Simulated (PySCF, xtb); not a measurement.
Al(Cl)(NCO)(OH) (CHAlClNO₂), SMILES O=C=[N][Al]([Cl])[OH]. The values are those of a single conformer.

Harmonic wavenumbers (cm⁻¹) from xtb 6.7.1 with GFN2-xTB at its own minimum, in rising order: 37, 73, 140, 192, 257, 283, 417, 439, 508, 518, 634, 925, 1485, 2496, 3780.

What does PySCF with PBE0-D3(BJ)/def2-SVP give at its own minimum? (Estimate from the structure and the level; the computed values follow.)

57, 90, 186, 228, 261, 340, 456, 524, 639, 649, 670, 931, 1533, 2466, 3994. Paired by order, the mean absolute difference is 60 cm⁻¹ and the zero-point energies are 17.4 and 18.6 kcal/mol.
